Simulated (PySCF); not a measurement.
Partial charges of `C=CC[SiH2]c1cccs1`

C₇H₁₀SSi.
Z-matrix (Å and degrees, GFN2-xTB geometry), rows numbered from 1:
```
C 
C   1  1.3208
C   2  1.4852  1  124.75
Si  3  1.9086  2  110.48  1   108.14
C   4  1.8738  3  107.97  2  -175.30
C   5  1.3648  4  130.39  3    -6.84
C   6  1.4105  5  113.97  4   179.89
C   7  1.3574  6  112.25  5    -0.06
S   8  1.7180  7  111.95  6     0.15
H   1  1.0765  2  122.17  3  -178.82
H   1  1.0781  2  121.62  3     1.44
H   2  1.0822  1  119.95  3   178.34
H   3  1.0905  2  109.83  1   -13.46
H   3  1.0913  2  109.49  1  -131.68
H   4  1.4671  3  110.34  2   -55.89
H   4  1.4696  3  110.28  2    65.38
H   6  1.0756  5  122.72  4    -0.02
H   7  1.0757  6  123.96  5   179.95
H   8  1.0719  7  128.57  6  -179.82
```

Density: PBE0/pcSseg-1 (PySCF); schemes: Mulliken, IAO, Hirshfeld and ESP-fitted. Isolated species at its GFN2-xTB geometry (one conformer only).

Question: Give the atomic charges in each scheme.

Answer: In e:

| atom | environment | Mulliken | IAO | Hirshfeld | ESP-fitted |
| --- | --- | --- | --- | --- | --- |
| C1 | terminal =CH2 carbon | -0.153 | -0.335 | -0.112 | -0.525 |
| C2 | alkene CH carbon | -0.247 | -0.125 | -0.039 | -0.044 |
| C3 | sp3 carbon bound to silicon | -0.499 | -0.536 | -0.152 | -0.340 |
| Si4 | SiH2 silicon | +0.782 | +0.775 | +0.327 | +0.461 |
| C5 | substituted aromatic carbon | -0.586 | -0.441 | -0.131 | -0.279 |
| C6 | aromatic CH carbon | -0.053 | -0.171 | -0.070 | +0.047 |
| C7 | aromatic CH carbon | -0.043 | -0.187 | -0.074 | -0.309 |
| C8 | aromatic CH next to a ring sulfur | -0.273 | -0.313 | -0.080 | -0.177 |
| S9 | thiophene-type sulfur | +0.266 | +0.338 | +0.104 | +0.045 |
| H10 | vinylic hydrogen | +0.116 | +0.151 | +0.044 | +0.195 |
| H11 | vinylic hydrogen | +0.106 | +0.142 | +0.043 | +0.212 |
| H12 | vinylic hydrogen | +0.112 | +0.142 | +0.045 | +0.132 |
| H13 | methylene hydrogen | +0.144 | +0.151 | +0.045 | +0.141 |
| H14 | methylene hydrogen | +0.159 | +0.157 | +0.046 | +0.128 |
| H15 | Si–H hydrogen | -0.071 | -0.120 | -0.079 | -0.079 |
| H16 | Si–H hydrogen | -0.076 | -0.126 | -0.081 | -0.098 |
| H17 | aromatic hydrogen | +0.090 | +0.157 | +0.052 | +0.095 |
| H18 | aromatic hydrogen | +0.095 | +0.164 | +0.056 | +0.195 |
| H19 | aromatic hydrogen | +0.130 | +0.175 | +0.055 | +0.201 |

Mean size of the charges over all atoms: IAO 0.248 e, Mulliken 0.211 e, ESP-fitted 0.195 e, Hirshfeld 0.086 e. Each set sums to the total charge, 0, to within 0.001 e. The IAO scheme projects the occupied orbitals on a minimal set of polarised atomic orbitals and counts the electrons in each atom's part of it. The ESP scheme is a least-squares fit of atom-centred charges to the potential on four shells outside the van der Waals surface, with the total charge fixed.

Lowest charge. The schemes don't all agree: Mulliken C5 (-0.586); IAO C3 (-0.536); Hirshfeld C3 (-0.152); ESP-fitted C1 (-0.525).

Highest charge. All schemes agree: Mulliken Si4 (+0.782); IAO Si4 (+0.775); Hirshfeld Si4 (+0.327); ESP-fitted Si4 (+0.461).

Question: Sum the charges by element, for elements with more than one atom.

Answer: 
| element | atoms | Mulliken | IAO | Hirshfeld | ESP-fitted |
| --- | --- | --- | --- | --- | --- |
| C | 7 | -1.853 | -2.106 | -0.658 | -1.626 |
| H | 10 | +0.804 | +0.993 | +0.227 | +1.120 |

Question: How many electrons does the Mulliken scheme count on C6?

Answer: Z − q = 6 − (-0.053) = 6.053.

These values come from a run that also computed NMR shieldings. On one thread, Arm Neoverse N1 (aarch64), shared host with 64 logical CPUs at a one-minute load of 61, this took 80 s wall and 0.96 GiB of memory at its peak.
